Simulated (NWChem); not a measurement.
System: C2H4BClO2; SMILES CC(=O)OBCl

The following NWChem deck was run.

```
start job
memory heap 200 mb stack 900 mb global 1100 mb
geometry units angstroms noautoz
  B      0.930283    -0.990600    -0.423930
  Cl    -0.311151    -1.965054     0.335704
  H      1.882078    -1.524027    -0.927219
  O      0.897190     0.365203    -0.411114
  C     -0.164329     1.199933    -0.140336
  C      0.269663     2.375785     0.674379
  O     -1.256305     0.988411    -0.564715
  H     -0.567907     3.070534     0.799396
  H      1.117103     2.877049     0.184678
  H      0.623269     2.030862     1.658065
end
basis spherical
  B library def2-svp
  Cl library def2-svp
  H library def2-svp
  O library def2-svp
  C library def2-svp
end
dft
  xc xcamb88 1.00 lyp 1.0 hfexch 1.00
  cam 0.33 cam_alpha 0.0 cam_beta 1.0
  iterations 150
  mulliken
end
task dft energy
```

Excerpt of the output:

```
             Northwest Computational Chemistry Package (NWChem) 7.3.0
             --------------------------------------------------------

 C1  symmetry detected

                             Geometry "geometry" -> ""
                             -------------------------

 Output coordinates in angstroms (scale by  1.889725989 to convert to a.u.)

  No.       Tag          Charge          X              Y              Z
 ---- ---------------- ---------- -------------- -------------- --------------
    1 B                    5.0000     0.94798838    -0.98183470    -0.42756908
    2 Cl                  17.0000    -0.30756901    -1.98027945     0.27559983
    3 H                    1.0000     1.91886678    -1.49811460    -0.91193269
    4 O                    8.0000     0.90327011     0.37317495    -0.39001550
    5 C                    6.0000    -0.17279676     1.19431652    -0.13560616
    6 C                    6.0000     0.22675105     2.35760234     0.71402032
    7 O                    8.0000    -1.24973950     0.98256334    -0.59669792
    8 H                    1.0000    -0.61993529     3.04332635     0.82686425
    9 H                    1.0000     1.08432660     2.87472360     0.25973297
   10 H                    1.0000     0.55350269     1.99656935     1.70120610

 Effective nuclear repulsion energy (a.u.)     267.1014785399

                                 NWChem DFT Module
                                 -----------------

 Summary of "ao basis" -> "ao basis" (spherical)
 ------------------------------------------------------------------------------
       Tag                 Description            Shells   Functions and Types
 ---------------- ------------------------------  ------  ---------------------
 B                          def2-svp                 6       14   3s2p1d
 Cl                         def2-svp                 8       18   4s3p1d
 H                          def2-svp                 3        5   2s1p
 O                          def2-svp                 6       14   3s2p1d
 C                          def2-svp                 6       14   3s2p1d

            General Information
            -------------------
          SCF calculation type: DFT
          Wavefunction type:  closed shell.
          No. of atoms     :    10
          No. of electrons :    54
           Alpha electrons :    27
            Beta electrons :    27
          Charge           :     0
          Spin multiplicity:     1
          Use of symmetry is: off; symmetry adaption is: off
          Maximum number of iterations: 150
          AO basis - number of functions:   108
                     number of shells:    50
          Convergence on energy requested:  1.00D-06
          Convergence on density requested:  1.00D-05
          Convergence on gradient requested:  5.00D-04

              XC Information
              --------------
                     Hartree-Fock (Exact) Exchange  1.000
                   CAM-Becke88 Exchange Functional  1.000
              Lee-Yang-Parr Correlation Functional  1.000

           Range-Separation Parameters
           ---------------------------
           Alpha           :  0.00
           Beta            :  1.00
           Gamma           :  0.33
           Short-Range HF  :     F

             Grid Information
             ----------------
          Grid used for XC integration:  medium
          Radial quadrature: Mura-Knowles
          Angular quadrature: Lebedev.
          Tag              B.-S. Rad. Rad. Pts. Rad. Cut. Ang. Pts.
          ---              ---------- --------- --------- ---------
          B                   0.85       49          11.0       434
          Cl                  1.00       88          12.0       590
          H                   0.35       45          13.0       434
          O                   0.60       49          11.0       434
          C                   0.70       49          11.0       434
          Grid pruning is: on
          Number of quadrature shells:   513
          Spatial weights used:  Erf1

      Superposition of Atomic Density Guess
      -------------------------------------

 Sum of atomic energies:        -710.45655870

      Non-variational initial energy
      ------------------------------

 Total energy =    -713.193913
 1-e energy   =   -1507.271415
 2-e energy   =     526.976024
 HOMO         =      -0.377905
 LUMO         =       0.014181

     ---------------------------------------------
      Total Density - Mulliken Population Analysis
     ---------------------------------------------

    Atom       Charge   Shell Charges
 -----------   ------   -------------------------------------------------------
    1 B    5     4.44   1.99  0.83  0.17  1.09  0.25  0.12
    2 Cl  17    17.27   2.00  1.99  1.22  0.70  5.94  2.16  3.24  0.01
    3 H    1     1.07   0.72  0.34  0.01
    4 O    8     8.50   1.99  1.10  0.59  3.02  1.78  0.01
    5 C    6     5.12   1.99  0.89  0.19  1.42  0.50  0.12
    6 C    6     6.26   1.99  0.96  0.17  2.08  1.04  0.02
    7 O    8     8.71   1.99  1.13  0.66  3.08  1.82  0.01
    8 H    1     0.90   0.67  0.20  0.02
    9 H    1     0.87   0.65  0.19  0.03
   10 H    1     0.87   0.65  0.19  0.03

   convergence    iter        energy       DeltaE   RMS-Dens  Diis-err
 ---------------- ----- ----------------- --------- --------- ---------
 d= 0,ls=0.0,diis     1   -712.8931992787 -9.80D+02  1.51D-02  1.54D+00
 d= 0,ls=0.0,diis     2   -712.8766265578  1.66D-02  7.93D-03  2.15D+00
 d= 0,ls=0.0,diis     3   -713.0627171883 -1.86D-01  1.63D-03  6.24D-02
 d= 0,ls=0.0,diis     4   -713.0674457069 -4.73D-03  6.69D-04  1.75D-02
 d= 0,ls=0.0,diis     5   -713.0690198872 -1.57D-03  2.06D-04  9.09D-04
  Resetting Diis
 d= 0,ls=0.0,diis     6   -713.0691163061 -9.64D-05  1.14D-04  6.42D-05
 d= 0,ls=0.0,diis     7   -713.0691294009 -1.31D-05  3.13D-05  4.08D-06
 d= 0,ls=0.0,diis     8   -713.0691299190 -5.18D-07  1.01D-05  2.45D-06
 d= 0,ls=0.0,diis     9   -713.0691301931 -2.74D-07  5.80D-06  3.06D-07

         Total DFT energy =     -713.069130193107
      One electron energy =    -1510.644360733658
           Coulomb energy =      591.462382714036
    Exchange-Corr. energy =      -60.988630713388
 Nuclear repulsion energy =      267.101478539903

 Numeric. integr. density =       53.999996691535

                       DFT Final Molecular Orbital Analysis
                       ------------------------------------

 Vector   25  Occ=2.000000D+00  E=-4.274095D-01
              MO Center= -1.2D-01, -1.3D+00,  7.8D-02, r^2= 2.6D+00
   Bfn.  Coefficient  Atom+Function         Bfn.  Coefficient  Atom+Function
  ----- ------------  ---------------      ----- ------------  ---------------
    27      0.478336   2 Cl pz               24      0.367696   2 Cl pz
    43     -0.286921   4 O  pz               46     -0.218665   4 O  pz
    21      0.213322   2 Cl pz               26      0.202978   2 Cl py
    25      0.166694   2 Cl px               23      0.154564   2 Cl py
    22      0.126823   2 Cl px               85      0.111179   7 O  pz

 Vector   26  Occ=2.000000D+00  E=-4.176065D-01
              MO Center= -2.2D-01, -1.1D+00,  3.4D-03, r^2= 3.5D+00
   Bfn.  Coefficient  Atom+Function         Bfn.  Coefficient  Atom+Function
  ----- ------------  ---------------      ----- ------------  ---------------
    26      0.381493   2 Cl py               25     -0.335609   2 Cl px
    23      0.296605   2 Cl py               22     -0.264473   2 Cl px
    84     -0.179112   7 O  py               20      0.171363   2 Cl py
    41      0.171227   4 O  px               85     -0.166468   7 O  pz
    19     -0.152395   2 Cl px               34      0.137199   3 H  s

 Vector   27  Occ=2.000000D+00  E=-3.856377D-01
              MO Center= -4.9D-01,  3.6D-01, -3.2D-01, r^2= 3.6D+00
   Bfn.  Coefficient  Atom+Function         Bfn.  Coefficient  Atom+Function
  ----- ------------  ---------------      ----- ------------  ---------------
    84      0.451311   7 O  py               87      0.298436   7 O  py
    68     -0.245866   6 C  s                41     -0.211531   4 O  px
    25     -0.207126   2 Cl px               85      0.181806   7 O  pz
    26      0.173661   2 Cl py               22     -0.166892   2 Cl px
    44     -0.164052   4 O  px               83     -0.147644   7 O  px

 Vector   28  Occ=0.000000D+00  E= 4.321031D-02
              MO Center=  4.2D-01, -2.3D-01, -3.0D-01, r^2= 3.8D+00
   Bfn.  Coefficient  Atom+Function         Bfn.  Coefficient  Atom+Function
  ----- ------------  ---------------      ----- ------------  ---------------
     9      0.466682   1 B  pz                6     -0.420641   1 B  pz
    60     -0.318599   5 C  pz               57     -0.281666   5 C  pz
    27     -0.247091   2 Cl pz               88      0.206122   7 O  pz
   105      0.206520  10 H  s                 4     -0.203440   1 B  px
     7      0.200815   1 B  px               85      0.200254   7 O  pz

 Vector   29  Occ=0.000000D+00  E= 8.875314D-02
              MO Center=  1.5D-01,  4.8D-01, -2.1D-01, r^2= 3.8D+00
   Bfn.  Coefficient  Atom+Function         Bfn.  Coefficient  Atom+Function
  ----- ------------  ---------------      ----- ------------  ---------------
   100      0.433958   9 H  s                57      0.348936   5 C  pz
     7      0.342716   1 B  px               59     -0.313385   5 C  py
   105     -0.288351  10 H  s                88     -0.281590   7 O  pz
     9      0.278946   1 B  pz               46     -0.271777   4 O  pz
    60      0.271006   5 C  pz               85     -0.266489   7 O  pz

 Vector   30  Occ=0.000000D+00  E= 1.275485D-01
              MO Center=  5.9D-01,  2.1D+00,  9.1D-01, r^2= 5.7D+00
   Bfn.  Coefficient  Atom+Function         Bfn.  Coefficient  Atom+Function
  ----- ------------  ---------------      ----- ------------  ---------------
    68      2.835213   6 C  s               105     -1.326579  10 H  s
   100     -1.145940   9 H  s                95     -0.919701   8 H  s
     3     -0.800933   1 B  s                54     -0.667601   5 C  s
    40      0.365334   4 O  s                59     -0.267135   5 C  py
    34      0.243342   3 H  s                18      0.186863   2 Cl s

     ---------------------------------------------
      Total Density - Mulliken Population Analysis
     ---------------------------------------------

    Atom       Charge   Shell Charges
 -----------   ------   -------------------------------------------------------
    1 B    5     4.97   1.98  0.81  0.13  1.54  0.37  0.14
    2 Cl  17    17.04   2.00  1.98  1.25  0.65  5.93  2.21  3.00  0.02
    3 H    1     1.02   0.72  0.29  0.01
    4 O    8     8.10   1.99  1.07  0.55  2.94  1.54  0.01
    5 C    6     5.95   1.98  0.94  0.19  1.99  0.72  0.13
    6 C    6     6.00   1.98  0.89  0.07  2.19  0.84  0.02
    7 O    8     8.10   1.99  1.10  0.60  2.85  1.54  0.02
    8 H    1     0.95   0.71  0.21  0.02
    9 H    1     0.94   0.71  0.21  0.02
   10 H    1     0.94   0.71  0.21  0.02

     -------------------------------------------
      Total Density - Lowdin Population Analysis
     -------------------------------------------

    Atom       Charge   Shell Charges
 -----------   ------   -------------------------------------------------------
    1 B    5     5.27   1.96  0.55  0.29  1.40  0.74  0.33
    2 Cl  17    16.80   2.00  1.95  1.00  0.74  5.82  2.28  2.98  0.03
    3 H    1     1.04   0.63  0.37  0.03
    4 O    8     7.97   1.97  0.86  0.53  2.76  1.83  0.02
    5 C    6     5.91   1.96  0.60  0.28  1.79  0.98  0.29
    6 C    6     6.09   1.96  0.57  0.31  1.95  1.24  0.06
    7 O    8     8.09   1.97  0.91  0.64  2.70  1.83  0.03
    8 H    1     0.95   0.62  0.27  0.06
    9 H    1     0.94   0.61  0.26  0.07
   10 H    1     0.94   0.61  0.27  0.07

     Multipole analysis of the density
     ---------------------------------

     L   x y z        total         alpha         beta         nuclear
     -   - - -        -----         -----         ----         -------
     0   0 0 0     -0.000000    -27.000000    -27.000000     54.000000

     1   1 0 0      0.635302      0.317651      0.317651      0.000000
     1   0 1 0      0.640100      0.320050      0.320050      0.000000
     1   0 0 1      0.479663      0.239832      0.239832     -0.000000

     2   2 0 0    -33.126723    -72.200009    -72.200009    111.273295
     2   1 1 0      1.157914      0.572497      0.572497      0.012920
     2   1 0 1     -0.592086      0.145791      0.145791     -0.883668
     2   0 2 0    -28.522059   -274.926807   -274.926807    521.331554
     2   0 1 1      1.511427     -6.601858     -6.601858     14.715144
     2   0 0 2    -30.094983    -39.896338    -39.896338     49.697693
```

Level: LC-BLYP (range parameter 0.33 per bohr)/def2-SVP. Geometry: optimised at PBE0/def2-SVP.
